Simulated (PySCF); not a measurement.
CH₅Ge₂N, SMILES [CH]1=[N][GeH2][GeH2]1.

The structure is a stationary point at B3LYP-D3(BJ)/def2-SVP. The structure was generated by enumeration, and PubChem lists no compound with its InChIKey, so it may never have been made.

These are ωB97X/def2-TZVP (PySCF) values and carry that method's errors.

Symmetry labels are those of the subgroup Cs that the program uses (full group Cs).

Computed valence orbital energies around the gap with their symmetry:
```json
[
 {"orbital": "HOMO−7", "symmetry": "A'", "energy (eV)": "-16.56"},
 {"orbital": "HOMO−6", "symmetry": "A'", "energy (eV)": "-14.29"},
 {"orbital": "HOMO−5", "symmetry": "A'", "energy (eV)": "-13.33"},
 {"orbital": "HOMO−4", "symmetry": "A\"", "energy (eV)": "-13.30"},
 {"orbital": "HOMO−3", "symmetry": "A\"", "energy (eV)": "-12.08"},
 {"orbital": "HOMO−2", "symmetry": "A\"", "energy (eV)": "-11.34"},
 {"orbital": "HOMO−1", "symmetry": "A'", "energy (eV)": "-9.95"},
 {"orbital": "HOMO", "symmetry": "A'", "energy (eV)": "-8.82"},
 {"orbital": "LUMO", "symmetry": "A'", "energy (eV)": "1.38"},
 {"orbital": "LUMO+1", "symmetry": "A\"", "energy (eV)": "1.44"},
 {"orbital": "LUMO+2", "symmetry": "A'", "energy (eV)": "1.95"},
 {"orbital": "LUMO+3", "symmetry": "A\"", "energy (eV)": "2.77"}
]
```
